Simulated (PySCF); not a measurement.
B3LYP has the VWN-RPA correlation part, as in Gaussian. Excitations are Tamm–Dancoff values on a coarser integration grid. The basis has no diffuse functions, so Rydberg states are missing or too high.

Cartesian coordinates (Å):
SMILES: [H]/B=C/O
```xyz
6

B      1.0843    -0.2114    -0.0127
C     -0.1689     0.3835     0.0859
O     -1.4748    -0.0318    -0.0593
H      2.1788    -0.6166    -0.0716
H     -0.1244     1.4438     0.3417
H     -1.4950    -0.9675    -0.2839
```
Charge 0, multiplicity 1.

Task: Predict the brightest of the four lowest singlets (TDA), dipole moment and HOMO–LUMO gap from B3LYP-D3(BJ)/def2-TZVP (PySCF).

Result: 
```yaml
brightest of the four lowest singlets (TDA): 6.22 eV
dipole_moment: 1.50 D
HOMO–LUMO gap: 3.41 eV
```
